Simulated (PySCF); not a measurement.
Sb(Cl)(TeH)2 (ClH2SbTe2), SMILES [Cl][Sb]([TeH])[TeH].

The structure is a stationary point at PBE0-D3(BJ)/def2-SVP. The geometry has at least one imaginary mode, so it is a saddle point at that level. The structure was generated by enumeration; whether it is a known compound was not checked. The def2 effective core potentials stand for the cores of Sb, Te; spin–orbit coupling is left out.

Computed with IEF-PCM-PBE0/def2-SVP (PySCF).

The values are the electrostatic part of the solvation free energy, E(continuum) − E(gas) at the gas-phase geometry, in a cavity of scaled van der Waals radii (PySCF's table); cavitation and dispersion terms are not included. A continuum can't describe solvent molecules that bind to the metal. In vacuum the orbital gap is 4.60 eV. The dipole moment in vacuum is 2.28 D.

Computed values in water (ε = 78.36), tetrahydrofuran (ε = 7.43), dimethylsulfoxide (ε = 46.83):
| solvent | ε | ΔG(elec) (kcal/mol) | dipole (D) | gap (eV) |
|---|---|---|---|---|
| water | 78.36 | -5.6 | 3.42 | 4.77 |
| tetrahydrofuran | 7.43 | -4.4 | 3.15 | 4.73 |
| dimethylsulfoxide | 46.83 | -5.5 | 3.39 | 4.77 |
